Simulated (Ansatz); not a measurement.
Mulliken charges of BH₄OSSi, SMILES `[SiH3]O[B]S` radical from PBE/def2-TZVPP in Ansatz (PBE0-D4/def2-TZVP geometry).

```json
{"atom": "Si1", "x (Å)": "-0.897", "y (Å)": "1.222", "z (Å)": "0.197", "charge (e)": "0.352"}
{"atom": "O2", "x (Å)": "0.327", "y (Å)": "0.229", "z (Å)": "-0.338", "charge (e)": "-0.205"}
{"atom": "B3", "x (Å)": "0.610", "y (Å)": "-1.042", "z (Å)": "-0.051", "charge (e)": "0.015"}
{"atom": "S4", "x (Å)": "2.000", "y (Å)": "-1.928", "z (Å)": "-0.763", "charge (e)": "-0.145"}
{"atom": "H5", "x (Å)": "-0.669", "y (Å)": "2.537", "z (Å)": "-0.442", "charge (e)": "-0.047"}
{"atom": "H6", "x (Å)": "-0.831", "y (Å)": "1.341", "z (Å)": "1.673", "charge (e)": "-0.049"}
{"atom": "H7", "x (Å)": "-2.206", "y (Å)": "0.662", "z (Å)": "-0.214", "charge (e)": "-0.049"}
{"atom": "H8", "x (Å)": "1.758", "y (Å)": "-3.079", "z (Å)": "-0.119", "charge (e)": "0.128"}
```

Q: By hand: the dipole of these point charges (1 e Å = 4.8032 D).

A: Σ q r = (-0.258, 0.036, 0.183) e Å, of length 0.318 e Å = 1.53 D.

Q: How does the dipole of the full density compare? (Estimate.)

A: Ansatz gave: (-0.151, 0.077, 0.085) e Å, 0.91 D; the point charges give 1.68 times that, at 18° from its direction.

Point charges leave out the atoms' own dipoles, such as those of lone pairs, and Mulliken's split depends on the basis, so the two needn't agree.
